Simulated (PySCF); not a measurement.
# One molecule, several mistakes: Al2GeH5 cation

These are calculations, not measurements. The program is PySCF 2.14.0, an open-source quantum chemistry code, run on an isolated molecule that a program drew, which may never have been made. The molecule is Al2GeH5 cation (charge +1, singlet), drawn as the SMILES string `[AlH+][AlH][GeH3]`.

Each row is a Hartree-Fock (HF) and frozen-core CCSD(T) single point in the cc-pV(D+d)Z basis, meant for a local HF minimum. Run 1 is clean. Each other run has one planted mistake out of seven kinds, and not every kind appears here: one electron removed, one electron added, multiplicity raised by two, geometry at a saddle point, minimal basis STO-3G, one bond length entered in bohr, all coordinates scaled. The reference is restricted for singlets and unrestricted otherwise, and also for a bond in bohr. Adding or removing an electron swaps singlet and doublet. Electrons count all cores. HOMO and LUMO are orbital energies over both spins, the gradient is its largest component, and the lowest frequency (negative if imaginary) is given only where the gradient is small. Bond lengths are over the 7 bonds as drawn. T1 is the CCSD diagnostic: over 0.02 (restricted) or 0.045 (unrestricted) a single reference is doubtful. Germanium has the cc-pVDZ-PP basis, with a core potential (ECP10MDF) in place of its 10 inner electrons, and its 3s, 3p and 3d shells are frozen in CCSD(T).

Geometry of the clean run:
```xyz
8
Al2GeH5 cation, angstrom
Al    0.4185   -3.7295    0.9173
Al   -0.2481   -1.2552    1.8943
Ge   -0.5668    0.5583    0.1864
H     0.7998   -5.1476    0.3713
H    -0.3151   -1.4359    3.4485
H    -1.7081    0.1211   -0.7298
H    -0.8915    1.8643    0.8978
H     0.7315    0.6634   -0.6117
```

| run | electrons | basis functions | <S^2> | HOMO (eV) | LUMO (eV) | gradient (hartree/bohr) | lowest frequency (cm^-1) | mean bond (Å) | longest bond (Å) | T1 | HF (hartree) | CCSD(T) (hartree) | mistake |
|---|---|---|---|---|---|---|---|---|---|---|---|---|---|
| 1 | 62 | 94 | 0.000 | -13.90 | -4.93 | 1.8e-05 | 30 | 1.8520 | 2.743 | 0.0140 | -779.86340 | -780.12403 | no fault |
| 2 | 62 | 94 | 2.017 | -11.89 | -6.72 | 1.8e-02 | - | 1.8520 | 2.743 | 0.0330 | -779.77766 | -780.02910 | multiplicity raised by two |
| 3 | 62 | 94 | 0.000 | -10.98 | -5.21 | 2.2e-02 | - | 2.2006 | 5.183 | 0.0144 | -779.80550 | -780.06532 | one bond length entered in bohr |
| 4 | 63 | 94 | 0.769 | -5.92 | 0.56 | 3.3e-02 | - | 1.8520 | 2.743 | 0.0233 | -780.06213 | -780.33985 | one electron added |
| 5 | 61 | 94 | 0.798 | -19.66 | -12.08 | 5.6e-02 | - | 1.8520 | 2.743 | 0.0216 | -779.38633 | -779.62337 | ? |

**Which mistake was planted in run 5, and what did it cost?**

It counts 61 electrons, one fewer than the clean run, at the same geometry and basis. So the mistake is: one electron removed. Subtracting run 1 and multiplying by 627.51 kcal/mol a hartree, the energy moved by 299.4 kcal/mol in HF and 314.2 kcal/mol in CCSD(T).

